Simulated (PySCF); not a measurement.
**Identify the compound**

The spectra below were simulated for a compound C2H6F2OSi3.

1H NMR (400 MHz, computed): δ 5.96 (m, 2H), 5.93 (m, 1H), 5.87 (m, 2H), 5.57 (m, 1H).

13C{1H} NMR (computed): δ 177.5 (C), 115.7 (CH2).

Rapidly exchanging positions averaged, relativity neglected, one computed conformer, isolated molecule. Shieldings: GIAO PBE0/pcSseg-1; structure optimised with GFN2-xTB; PySCF 2.14.0 with density-fitted response routines.

Referencing at the same level of theory: TMS for 1H (31.72 ppm) and 13C (186.93 ppm).

**Question.** Propose a structure and justify it.

**Answer.** 
1. The formula gives 2 degrees of unsaturation (1 ring in the answer).
2. 2 carbon signals for 2 carbons: no two carbons are equivalent.
3. Carbon types of the structure: 1 × C, 1 × CH2, leaving 4 H on heteroatoms.
4. δC 177.5: fully substituted alkene carbon.
5. δC 115.7: terminal =CH2 carbon; as expected for a trigonal carbon in a double bond.
6. δH 5.96, 5.87: hydrogen on a silicon bonded to O, Si, in a 4-membered ring.
7. δH 5.93, 5.57: hydrogen on a terminal =CH2 carbon; attached to an sp2 carbon and in the plane of the double bond.

Structure: SMILES F[Si]1(C(=C)F)[SiH2]O[SiH2]1.

The data come from this structure; uniqueness wasn't tested.

Splittings by 19F in the carbon and heteronuclear signals aren't shown, as no couplings were computed. Shifts are as computed. Against solution values, carbons near 30 ppm lie about +3 ppm off and those near 130 ppm about +5 ppm. Of 1211 compounds with measured shifts, 218 miss one by over three times the rms of a fit or turn the order of signals round; such compounds aren't used in these exercises. Multiplicities follow the n + 1 count of equivalent neighbours, as no J values were calculated; m marks all less simple cases, F and P coupling included.
